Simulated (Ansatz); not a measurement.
Molecule: CeO₂, charge 0, multiplicity 3. The spin state was set by rule; other spins were not relaxed. 
Coordinates optimised at B3LYP-D3(BJ)/def2-TZVP (Ansatz, a first-principles code):
```
Ce
O 1 1.9124
O 1 1.9124 2 155.33
```
Charge 0, spin multiplicity 3.

Dipole moments at this geometry, in debye (magnitudes).

```tsv
level	program	dipole (D)
SVWN5/def2-TZVP	Ansatz	1.66
revPBE/def2-TZVP	Ansatz	1.68
r2SCAN0/def2-TZVP	Ansatz	2.65
HSE06/def2-TZVP	Ansatz	2.60
LC-wPBE/def2-TZVP	Ansatz	2.68
```
